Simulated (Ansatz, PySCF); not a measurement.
The PySCF input:
```python
from pyscf import gto, scf, dft

mol = gto.Mole()
mol.atom = '''
    C    -1.42721550   -0.34477446   -0.06284575
    O    -0.10832509   -0.80332889    0.05979256
    C     0.88366296    0.03530489   -0.04001311
    O     0.96130834    1.20784457    0.09580546
    H    -1.80525534   -0.41698392   -1.09967017
    H    -2.03450360   -1.08161068    0.49162085
    H    -1.53507051    0.69186288    0.28101196
    H     1.81227857   -0.57257630   -0.30059372
'''
mol.basis = 'sto-3g'
mol.charge = 1
mol.spin = 1
mol.verbose = 4
mol.build()

mf = dft.UKS(mol)
mf.xc = 'r2scan'
mf.grids.atom_grid = (99, 590)
mf.grids.prune = None
mf.kernel()
```

Question: Write the same job for Ansatz (a quantum-chemistry and plane-wave program).

Answer: This is not unique; one that fits is 
Ansatz 0.2 input:
```yaml
crystal:
  periodic: [false, false, false]
  atoms:
    - {symbol: C, position_ang: [-1.42721550, -0.34477446, -0.06284575]}
    - {symbol: O, position_ang: [-0.10832509, -0.80332889, 0.05979256]}
    - {symbol: C, position_ang: [0.88366296, 0.03530489, -0.04001311]}
    - {symbol: O, position_ang: [0.96130834, 1.20784457, 0.09580546]}
    - {symbol: H, position_ang: [-1.80525534, -0.41698392, -1.09967017]}
    - {symbol: H, position_ang: [-2.03450360, -1.08161068, 0.49162085]}
    - {symbol: H, position_ang: [-1.53507051, 0.69186288, 0.28101196]}
    - {symbol: H, position_ang: [1.81227857, -0.57257630, -0.30059372]}
basis:
  gaussian:
    orbitals: STO-3G
hamiltonian:
  xc: r2scan
total_charge: 1
magnetization: {spin_polarized: true, initial_magnetization: 1}
accuracy: high
```

Both were run: PySCF gave -225.598380 Eh and Ansatz -225.598388 Eh, 0.008 mEh apart.
